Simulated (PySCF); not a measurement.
**Bonds of B to H, F, Cl, O, N**

PBE0 in PySCF with def2-TZVP on every atom, for the lowest determinant that a PBE0 search found; no spin–orbit coupling. D0 is De less the harmonic zero-point energy.

```csv
X,state of BX,D0(BX) (eV),D0(X₂) (eV)
H,singlet (closed shell),3.34,4.25
F,singlet (closed shell),7.69,1.46
Cl,singlet (closed shell),5.28,2.54
O,doublet (σ ↑),8.34,5.29
N,"triplet (σ ↑, π ↑)",4.71,9.61
```

**Question.** Give the energy of B + X₂ → BX + X at 0 K for each X.

**Answer.** H: 4.25 − 3.34 = +0.91 eV; F: 1.46 − 7.69 = -6.23 eV; Cl: 2.54 − 5.28 = -2.74 eV; O: 5.29 − 8.34 = -3.05 eV; N: 9.61 − 4.71 = +4.90 eV (PBE0/def2-TZVP; negative means exothermic).

**Question.** Does an atom of H displace F from BF?

**Answer.** BF + H → BH + F has ΔE = 7.69 − 3.34 = +4.35 eV at PBE0/def2-TZVP, so it is uphill.

Gas-phase diatomics only hint at surface chemistry, where an atom holds several bonds.

States were picked by a PBE0 search and need not be the measured ground states.
